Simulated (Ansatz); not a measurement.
The first iterations of a band of CH7OPSi2 (12 atoms, charge 0, multiplicity 1).

These are results of Ansatz 0.2.0, RKS r2SCAN/STO-3G, not measurements.

- movable images: 5
- climbing image: yes
- spring: 5.0 eV/Å²
- optimiser: quadratic models (default)
- start path: IDPP
- force threshold: 0.05 eV/Å
- iteration limit: 42
- end points: relaxed

Initial state:

```xyz
12
Properties=species:S:1:pos:R:3
C -0.928 1.231 0.531
Si 0.756 0.578 1.052
P 1.809 -0.549 -0.597
O 0.626 -0.262 -1.960
Si 0.189 -1.803 -1.240
H -1.675 0.431 0.478
H -1.295 1.981 1.242
H -0.879 1.702 -0.458
H 0.597 -0.263 2.224
H 1.580 1.700 1.455
H -1.122 -1.835 -0.621
H 0.418 -2.965 -2.073
```

Final state:

```xyz
12
Properties=species:S:1:pos:R:3
C -1.309 0.163 1.390
Si 0.529 0.372 1.044
P 1.317 -1.279 -0.280
O 2.122 -0.265 -1.569
Si 0.493 -0.587 -2.139
H -1.520 -0.800 1.870
H -1.673 0.951 2.060
H -1.902 0.211 0.470
H 1.226 0.362 2.314
H 0.741 1.675 0.441
H -0.342 0.591 -2.271
H 0.396 -1.451 -3.297
```

| iteration | highest image above the first end (eV) | largest band force component (eV/Å) |
| --- | --- | --- |
| 1 | 0.326 | 2.081 |
| 2 | 0.152 | 1.001 |

Task: Does the band converge within its limit, and where does its top end?

Result: The forces met the threshold. It ended after 6 iterations with the highest image 0.036 eV above the first end. A vibrational analysis at the climbing image gives no mode beyond 40i cm⁻¹: the surface is too flat there to confirm a saddle point. Limits of this set-up: minimal basis.

Run time: 3 min on 1 thread of Arm Neoverse V1 (shared host), peak memory 0.13 GiB.
